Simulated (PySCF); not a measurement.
Compound: ClH4PSn.
Numbering: `[PH2:1][SnH2:2][Cl:3]` (hydrogens: H4, H5 on P1; H6, H7 on Sn2)

A GFN2-xTB structure with every atom displaced at random (by about 0.01 Å) was refined with PBE0-D3(BJ)/def2-SVP geometry optimisation, gas phase, def2 core potentials past Kr in PySCF. Values at the start:

```json
{"coordinate": "P1–Sn2", "start": "2.528 Å"}
{"coordinate": "P1–H4", "start": "1.362 Å"}
{"coordinate": "Sn2–Cl3", "start": "2.321 Å"}
{"coordinate": "Sn2–H6", "start": "1.731 Å"}
{"coordinate": "P1–Sn2–Cl3", "start": "105.3°"}
{"coordinate": "P1–Sn2–H6", "start": "115.5°"}
{"coordinate": "P1–Sn2–H7", "start": "120.4°"}
{"coordinate": "Sn2–P1–H4", "start": "92.7°"}
{"coordinate": "Cl3–Sn2–H6", "start": "105.3°"}
{"coordinate": "H4–P1–H5", "start": "93.0°"}
{"coordinate": "H6–Sn2–H7", "start": "103.8°"}
```

**Question.** How do these coordinates change at the PBE0-D3(BJ)/def2-SVP level?

**Answer.** 
```json
{"coordinate": "P1–H4", "PBE0-D3(BJ)/def2-SVP (Å or °)": "1.430", "change": "+0.068"}
{"coordinate": "Sn2–Cl3", "PBE0-D3(BJ)/def2-SVP (Å or °)": "2.358", "change": "+0.037"}
{"coordinate": "Sn2–H6", "PBE0-D3(BJ)/def2-SVP (Å or °)": "1.712", "change": "-0.019"}
{"coordinate": "P1–Sn2", "PBE0-D3(BJ)/def2-SVP (Å or °)": "2.511", "change": "-0.017"}
{"coordinate": "H6–Sn2–H7", "PBE0-D3(BJ)/def2-SVP (Å or °)": "112.7", "change": "+8.9"}
{"coordinate": "P1–Sn2–H7", "PBE0-D3(BJ)/def2-SVP (Å or °)": "115.6", "change": "-4.8"}
{"coordinate": "P1–Sn2–H6", "PBE0-D3(BJ)/def2-SVP (Å or °)": "111.6", "change": "-3.9"}
{"coordinate": "Cl3–Sn2–H6", "PBE0-D3(BJ)/def2-SVP (Å or °)": "106.3", "change": "+1.0"}
{"coordinate": "Sn2–P1–H4", "PBE0-D3(BJ)/def2-SVP (Å or °)": "91.8", "change": "-0.9"}
{"coordinate": "P1–Sn2–Cl3", "PBE0-D3(BJ)/def2-SVP (Å or °)": "104.5", "change": "-0.8"}
{"coordinate": "H4–P1–H5", "PBE0-D3(BJ)/def2-SVP (Å or °)": "92.9", "change": "-0.1"}
```

The energy falls by 0.145 eV over 9 energy and gradient evaluations, the largest force component goes from 0.0327 to 2.2e-04 Eh/bohr, and the atoms move by 0.129 Å rms after alignment. The bond that changes most is P1–H4 (three-coordinate phosphorus to P–H hydrogen), which lengthens by 0.068 Å. Bonds longer at the end by more than 0.005 Å: 3 of 6; shorter: 3. Among the dihedrals that turn most is H4–P1–Sn2–H7, from 58° to 46°. Rotational constants go from 4845, 1937, 1426 to 4741, 1937, 1421 MHz.

The run used 82 basis functions and 55 SCF cycles in all. The run took 22 s on one thread of an Intel Xeon Platinum 8488C, shared host, and the process peaked at 0.36 GiB of memory.

No PBE0-D3(BJ)/def2-SVP frequencies stand behind this structure, so it isn't proved a minimum. One conformer, not necessarily the lowest.
